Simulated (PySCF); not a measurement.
# Assignment exercise: C9H6O3

Molfile (atoms numbered from 1):
```
C9H6O3
     RDKit          3D

 18 19  0  0  0  0  0  0  0  0999 V2000
   -2.6951   -0.8642    0.1488 C   0  0  0  0  0  0  0  0  0  0  0  0
   -1.3247   -0.2794    0.0289 C   0  0  0  0  0  0  0  0  0  0  0  0
   -1.1582    1.0714   -0.2766 C   0  0  0  0  0  0  0  0  0  0  0  0
    0.0956    1.6572   -0.3837 C   0  0  0  0  0  0  0  0  0  0  0  0
    1.1960    0.8482   -0.1744 C   0  0  0  0  0  0  0  0  0  0  0  0
    1.0420   -0.5040    0.1356 C   0  0  0  0  0  0  0  0  0  0  0  0
   -0.2037   -1.0850    0.2419 C   0  0  0  0  0  0  0  0  0  0  0  0
    2.3971   -1.0757    0.2947 C   0  0  0  0  0  0  0  0  0  0  0  0
    2.7358   -2.1867    0.5608 O   0  0  0  0  0  0  0  0  0  0  0  0
    3.2944   -0.0544    0.0734 O   0  0  0  0  0  0  0  0  0  0  0  0
    2.6440    1.1303   -0.2147 C   0  0  0  0  0  0  0  0  0  0  0  0
    3.2280    2.1438   -0.4416 O   0  0  0  0  0  0  0  0  0  0  0  0
   -3.4253   -0.2657   -0.3892 H   0  0  0  0  0  0  0  0  0  0  0  0
   -2.9903   -0.8966    1.1977 H   0  0  0  0  0  0  0  0  0  0  0  0
   -2.7161   -1.8818   -0.2334 H   0  0  0  0  0  0  0  0  0  0  0  0
   -2.0368    1.6792   -0.4370 H   0  0  0  0  0  0  0  0  0  0  0  0
    0.2131    2.7022   -0.6228 H   0  0  0  0  0  0  0  0  0  0  0  0
   -0.3046   -2.1326    0.4801 H   0  0  0  0  0  0  0  0  0  0  0  0
  1  2  1  0
  2  3  1  0
  3  4  2  0
  4  5  1  0
  5  6  2  0
  6  7  1  0
  6  8  1  0
  8  9  2  0
  8 10  1  0
 10 11  1  0
 11 12  2  0
  7  2  2  0
 11  5  1  0
  1 13  1  0
  1 14  1  0
  1 15  1  0
  3 16  1  0
  4 17  1  0
  7 18  1  0
M  END
```

Calculated, not measured (PySCF 2.14): shieldings: GIAO PBE0/pcSseg-1, GFN2-xTB structure. Equivalent nuclei averaged, one conformer, non-relativistic, isolated molecule.

δ = σ(ref) − σ, references computed at the same level: TMS for $^{13}$C (σ = 186.93 ppm) and $^{1}$H (σ = 31.72 ppm).

(1) Assign these signals to the numbered atoms. $^{13}$C{$^{1}$H} NMR (computed): δ 169.7 (C), 169.3 (C), 152.7 (C), 140.6 (CH), 138.6 (C), 135.1 (C), 132.1 (CH), 132.0 (CH), 24.6 (CH3).

(2) Assign these signals to the numbered atoms. $^{1}$H NMR (400 MHz, computed): δ 8.22 (d, 1H), 8.14 (s, 1H), 7.89 (d, 1H), 2.72 (s, 3H).

## Answers

(1) 
| δ (ppm) | atoms | environment | reason |
| --- | --- | --- | --- |
| 169.7 | C8 | anhydride carbonyl carbon | it is a carbonyl in resonance with an O or N lone pair, the region of acids, esters and amides |
| 169.3 | C11 | anhydride carbonyl carbon | – |
| 152.7 | C2 | substituted aromatic carbon | – |
| 140.6 | C3 | aromatic CH | – |
| 138.6 | C6 | substituted aromatic carbon | – |
| 135.1 | C5 | substituted aromatic carbon | – |
| 132.1 | C4 | aromatic CH | the aromatic region |
| 132.0 | C7 | aromatic CH | – |
| 24.6 | C1 | methyl carbon on an aromatic ring | aliphatic region, no heteroatom directly attached |

C8 and C11; C3 and C6; C4 and C7 lie closer than the usual error of such a calculation, so a measured spectrum could show them in the other order.

(2) 
```tsv
δ (ppm)	atoms	environment	reason
8.22	H17	hydrogen on an aromatic CH	ring current plus the deshielding of an ortho carbonyl group
8.14	H18	hydrogen on an aromatic CH	–
7.89	H16	hydrogen on an aromatic CH	–
2.72	H13/H14/H15	hydrogen on a methyl carbon on an aromatic ring	benzylic-type position, deshielded by the ring
```

H17 and H18 lie closer than the usual error of such a calculation, so a measured spectrum could show them in the other order.

Shifts are as computed. Against solution values, carbons near 30 ppm lie about +3 ppm off and those near 130 ppm about +5 ppm. Of 1211 compounds with measured shifts, 218 miss one by over three times the rms of a fit or turn the order of signals round; such compounds aren't used in these exercises. Multiplicities follow the n + 1 count of equivalent neighbours, as no J values were calculated; m marks all less simple cases, F and P coupling included.
